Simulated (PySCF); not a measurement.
The vertical singlet excitations below were computed for one of the candidates. The calculation used TDDFT PBE0/def2-SVPD, vertical, gas phase, core orbitals frozen in the response (PySCF 2.14.0, density-fitted response routines). Geometries: GFN2-xTB, one conformer each.

```csv
state,E (eV),f
S1,5.04,0.571
S2,5.60,0.0000
S3,6.27,0.019
S4,6.50,0.0002
S5,6.83,0.013
S6,6.98,0.0006
```

Triplets computed (Tamm–Dancoff): 2.76, 4.58 eV.

Orbital energies (eV): HOMO-3 -10.67, HOMO-2 -10.25, HOMO-1 -9.45, HOMO -7.35, LUMO -2.14, LUMO+1 -0.27, LUMO+2 0.46.

Task: Which structure fits? All have the formula C6H6FN.
A. `[H]/N=C1\[C@H](C#C)C[C@@H]1F`
B. `F[C@@H]1[C@@H](C=NC1)C#C`
C. `C=C1C[C@@]1(C#N)CF`
D. `C=C/C(C)=C(/F)C#N`

Result: D. Its S1 lies at 5.04 eV; the nearest of the others has S1 at 5.31 eV. S1 is HOMO→LUMO (97%). Löwdin shares by element: HOMO carbon 69% or more (atoms not listed hold the other 31%); LUMO carbon 53% or more, nitrogen 12% (atoms not listed hold the other 35%). At the same level the other candidates give, for their lowest levels:
- `C#C[C@@H]1C=NC[C@@H]1F`: 5.31 eV (f 0.004); 6.34 eV (f 0.001); 6.61 eV (f 0.004); 6.63 eV (f 0.019); 6.99 eV (f 0.002); T1 4.47 eV; HOMO -7.59, LUMO -0.46 eV
- `C=C1C[C@@]1(C#N)CF`: 6.44 eV (f 0.005); 6.92 eV (f 0.024); 7.36 eV (f 0.340); 7.44 eV (f 0.023); 7.56 eV (f 0.035); T1 4.42 eV; HOMO -8.52, LUMO -0.86 eV
- `[H]/N=C1\[C@H](C#C)C[C@@H]1F`: 4.70 eV (f 0.001); 5.95 eV (f 0.001); 6.31 eV (f 0.009); 6.45 eV (f 0.006); 6.80 eV (f 0.004); T1 3.98 eV; HOMO -7.48, LUMO -1.03 eV

Shape of the structure used: `[CH2:1]=[CH:2]/[C:3]([CH3:4])=[C:5](/[F:6])[C:7]#[N:8]`: C1–C2–C3–C4 0°.
